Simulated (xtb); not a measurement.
C₇H₈O, charge +1, doublet, from a rough starting geometry (a state made from the parent by changing its charge; the spin is typed, not shown lowest); GFN2-xTB run with xtb.

Here is a job for xtb.
```
$ xtb mol.xyz --gfn 2 --chrg 1 --uhf 1 --opt vtight --json

# file mol.xyz
16

C     -2.65805112     0.13265789    -0.25033004
O     -1.55911754    -0.49299334    -0.72672586
C     -0.32054785    -0.30542857    -0.38911059
C      0.70111960    -0.99648254    -0.90347710
C      1.96015324    -0.82847661    -0.59757137
C      2.29860513     0.08903886     0.36707185
C      1.28949635     0.87400780     1.02301500
C     -0.04474865     0.65367714     0.65655099
H     -3.56459382    -0.24696501    -0.68890687
H     -2.80238571     0.02332130     0.88104325
H     -2.58503681     1.25649583    -0.41111799
H      0.43453635    -1.74102730    -1.62603315
H      2.79036152    -1.36278700    -0.97666977
H      3.33527232     0.30583513     0.67963551
H      1.50333523     1.59277269     1.78057703
H     -0.77605660     1.20061346     1.10806156
```

Write the output that xtb gives for this input, abridged.


```
   ID    Z sym.   atoms
    1    6 C      1, 3-8
    2    8 O      2
    3    1 H      9-16

           -------------------------------------------------
          |                Calculation Setup                |
           -------------------------------------------------

           -------------------------------------------------
          |                 G F N 2 - x T B                 |
           -------------------------------------------------

          ...................................................
          :                      SETUP                      :
          :.................................................:
          :  # basis functions                  40          :
          :  # atomic orbitals                  40          :
          :  # shells                           24          :
          :  # electrons                        41          :
          :  max. iterations                   250          :
          :  Hamiltonian                  GFN2-xTB          :
          :  restarted?                      false          :
          :  GBSA solvation                  false          :
          :  PC potential                    false          :
          :  electronic temp.          300.0000000     K    :
          :  accuracy                    1.0000000          :
          :  -> integral cutoff          0.2500000E+02      :
          :  -> integral neglect         0.1000000E-07      :
          :  -> SCF convergence          0.1000000E-05 Eh   :
          :  -> wf. convergence          0.1000000E-03 e    :
          :  Broyden damping             0.4000000          :
          :  net charge                          1          :
          :  unpaired electrons                  1          :
          ...................................................

 iter      E             dE          RMSdq      gap      omega  full diag
   1    -22.9770081 -0.229770E+02  0.430E+00    4.00       0.0  T
   2    -22.9986578 -0.216497E-01  0.276E+00    4.24       1.0  T
   3    -22.9873223  0.113356E-01  0.956E-01    4.21       1.0  T
   4    -22.9982864 -0.109641E-01  0.466E-01    4.28       1.0  T
   5    -23.0020045 -0.371808E-02  0.191E-01    4.26       1.0  T
   6    -23.0025911 -0.586665E-03  0.785E-02    4.27       1.0  T
   7    -23.0026548 -0.637033E-04  0.339E-02    4.28       1.0  T
   8    -23.0026560 -0.118835E-05  0.171E-02    4.27       1.5  T
   9    -23.0026593 -0.326426E-05  0.338E-03    4.27       7.4  T
  10    -23.0026593 -0.665377E-07  0.154E-03    4.27      16.3  T
  11    -23.0026594 -0.888047E-08  0.659E-04    4.27      37.9  T
  12    -23.0026594 -0.156366E-08  0.239E-04    4.27     104.7  T

   *** convergence criteria satisfied after 12 iterations ***

         :::::::::::::::::::::::::::::::::::::::::::::::::::::
         ::                     SUMMARY                     ::
         :::::::::::::::::::::::::::::::::::::::::::::::::::::
         :: total energy             -22.604949385229 Eh    ::
         :: gradient norm              0.208840507146 Eh/a0 ::
         :: HOMO-LUMO gap              4.273360693255 eV    ::
         ::.................................................::
         :: SCC energy               -23.002647325181 Eh    ::
         :: -> isotropic ES            0.092717073917 Eh    ::
         :: -> anisotropic ES         -0.012488493609 Eh    ::
         :: -> anisotropic XC          0.012999798602 Eh    ::
         :: -> dispersion             -0.010292054435 Eh    ::
         :: repulsion energy           0.397697939952 Eh    ::
         :: add. restraining           0.000000000000 Eh    ::
         :: total charge               1.000000000000 e     ::
         :::::::::::::::::::::::::::::::::::::::::::::::::::::

      -----------------------------------------------------------
     |                   =====================                   |
     |                        A N C O P T                        |
     |                   =====================                   |
     |               Approximate Normal Coordinate               |
     |                Rational Function Optimizer                |
      -----------------------------------------------------------
      -----------------------------------------------------------
     |                   =====================                   |
     |                        A N C O P T                        |
     |                   =====================                   |
     |               Approximate Normal Coordinate               |
     |                Rational Function Optimizer                |
      -----------------------------------------------------------

          ...................................................
          :                      SETUP                      :
          :.................................................:
          :   optimization level         verytight          :
          :   max. optcycles                   320          :
          :   ANC micro-cycles                  20          :
          :   degrees of freedom                42          :
          :.................................................:
          :   RF solver                   davidson          :
          :   write xtbopt.log                true          :
          :   linear?                        false          :
          :   energy convergence         0.1000000E-06 Eh   :
          :   grad. convergence          0.2000000E-03 Eh/α :
          :   maxmium RF displ.          1.0000000          :
          :   Hlow (freq-cutoff)         0.1000000E-01      :
          :   Hmax (freq-cutoff)         5.0000000          :
          :   S6 in model hess.         20.0000000          :
          ...................................................

generating ANC from exact Hessian ...
Using Lindh-Hessian (1995)
 Shifting diagonal of input Hessian by    5.6148222407363018E-003
 Lowest  eigenvalues of input Hessian
[...]
 * total energy  :   -22.6049494 Eh     change       -0.1811280E-09 Eh
 * total energy  :   -22.6275342 Eh     change       -0.2258485E-01 Eh
 * total energy  :   -22.6323501 Eh     change       -0.4815853E-02 Eh
 * total energy  :   -22.6329414 Eh     change       -0.5913280E-03 Eh
 * total energy  :   -22.6331063 Eh     change       -0.1649226E-03 Eh
 * total energy  :   -22.6331335 Eh     change       -0.2712289E-04 Eh
 * total energy  :   -22.6331395 Eh     change       -0.6086433E-05 Eh
 * total energy  :   -22.6331408 Eh     change       -0.1296744E-05 Eh
 * total energy  :   -22.6331411 Eh     change       -0.2732267E-06 Eh
 * total energy  :   -22.6331412 Eh     change       -0.1099714E-06 Eh
 * total energy  :   -22.6331413 Eh     change       -0.7222421E-07 Eh
   *** GEOMETRY OPTIMIZATION CONVERGED AFTER 11 ITERATIONS ***
         :: total energy             -22.633141296296 Eh    ::
[...]
         :::::::::::::::::::::::::::::::::::::::::::::::::::::

           -------------------------------------------------
          |                Property Printout                |
           -------------------------------------------------

    * Orbital Energies and Occupations

         #    Occupation            Energy/Eh            Energy/eV
      -------------------------------------------------------------
         1        2.0000           -0.9412839             -25.6136
       ...           ...                  ...                  ...
         9        2.0000           -0.7524902             -20.4763
        10        2.0000           -0.7359161             -20.0253
        11        2.0000           -0.7090612             -19.2945
        12        2.0000           -0.6867466             -18.6873
        13        2.0000           -0.6818423             -18.5539
        14        2.0000           -0.6796731             -18.4948
        15        2.0000           -0.6720511             -18.2874
        16        2.0000           -0.6479129             -17.6306
        17        2.0000           -0.6473739             -17.6159
        18        2.0000           -0.6292452             -17.1226
        19        2.0000           -0.6124102             -16.6645
        20        2.0000           -0.6115408             -16.6409
        21        1.0000           -0.5819159             -15.8347 (HOMO)
        22                         -0.4299993             -11.7009 (LUMO)
        23                         -0.4223707             -11.4933
        24                         -0.3008947              -8.1878
        25                         -0.1659623              -4.5161
        26                         -0.0757669              -2.0617
        27                         -0.0534801              -1.4553
        28                         -0.0348560              -0.9485
        29                         -0.0256690              -0.6985
        30                         -0.0204247              -0.5558
        31                          0.0003766               0.0102
        32                          0.0208288               0.5668
       ...                                ...                  ...
        40                          0.4618712              12.5682
      -------------------------------------------------------------
                  HL-Gap            0.1519167 Eh            4.1339 eV
             Fermi-level           -0.5512630 Eh          -15.0006 eV

     #   Z          covCN         q      C6AA      α(0)
     1   6 C        3.641    -0.004    21.014     6.591
     2   8 O        1.708    -0.101    15.845     5.374
     3   6 C        2.858     0.194    23.865     8.007
     4   6 C        2.912    -0.011    28.285     8.721
     5   6 C        2.908    -0.000    28.033     8.682
     6   6 C        2.917     0.029    27.357     8.577
     7   6 C        2.910     0.003    27.962     8.671
     8   6 C        2.907    -0.032    28.795     8.799
     9   1 H        0.925     0.129     1.546     1.944
    10   1 H        0.924     0.117     1.638     2.002
    11   1 H        0.924     0.118     1.633     1.998
    12   1 H        0.926     0.119     1.621     1.991
    13   1 H        0.926     0.113     1.669     2.020
    14   1 H        0.926     0.118     1.633     1.998
    15   1 H        0.926     0.110     1.699     2.039
    16   1 H        0.926     0.099     1.794     2.095

 Mol. C6AA /au·bohr⁶  :       2515.515733
 Mol. C8AA /au·bohr⁸  :      60866.424615
 Mol. α(0) /au        :         79.508823

Wiberg/Mayer (AO) data.
largest (>0.10) Wiberg bond orders for each atom

 ---------------------------------------------------------------------------
     #   Z sym  total        # sym  WBO       # sym  WBO       # sym  WBO
 ---------------------------------------------------------------------------
     1   6 C    3.888 --     2 O    0.973     9 H    0.968    10 H    0.934
                            11 H    0.933
     2   8 O    2.506 --     3 C    1.311     1 C    0.973
     3   6 C    3.901 --     2 O    1.311     8 C    1.222     4 C    1.188
     4   6 C    3.953 --     5 C    1.556     3 C    1.188    12 H    0.956
     5   6 C    3.978 --     4 C    1.556     6 C    1.340    13 H    0.957
     6   6 C    3.886 --     5 C    1.340     7 C    1.317    14 H    0.960
     7   6 C    3.976 --     8 C    1.561     6 C    1.317    15 H    0.959
     8   6 C    3.972 --     7 C    1.561     3 C    1.222    16 H    0.958
     9   1 H    0.983 --     1 C    0.968
    10   1 H    0.985 --     1 C    0.934
    11   1 H    0.985 --     1 C    0.933
    12   1 H    0.986 --     4 C    0.956
    13   1 H    0.986 --     5 C    0.957
    14   1 H    0.986 --     6 C    0.960
    15   1 H    0.988 --     7 C    0.959
    16   1 H    0.990 --     8 C    0.958
 ---------------------------------------------------------------------------

Topologies differ in total number of bonds
Writing topology from bond orders to xtbtopo.mol

molecular dipole:
                 x           y           z       tot (Debye)
 q only:       -0.159       0.129       0.077
   full:       -0.202       0.203       0.145       0.816
molecular quadrupole (traceless):
                xx          xy          yy          xz          yz          zz
 q only:       16.747      -2.805      -8.195       1.272       4.933      -8.551
  q+dip:       16.743      -2.699      -8.197       1.605       6.639      -8.547
   full:       15.634      -2.729      -7.635       1.031       4.219      -7.999

optimized geometry written to: xtbopt.xyz

           -------------------------------------------------
          | TOTAL ENERGY              -22.633141296296 Eh   |
          | GRADIENT NORM               0.000069544707 Eh/α |
          | HOMO-LUMO GAP               4.133862936977 eV   |
           -------------------------------------------------

normal termination of xtb
```
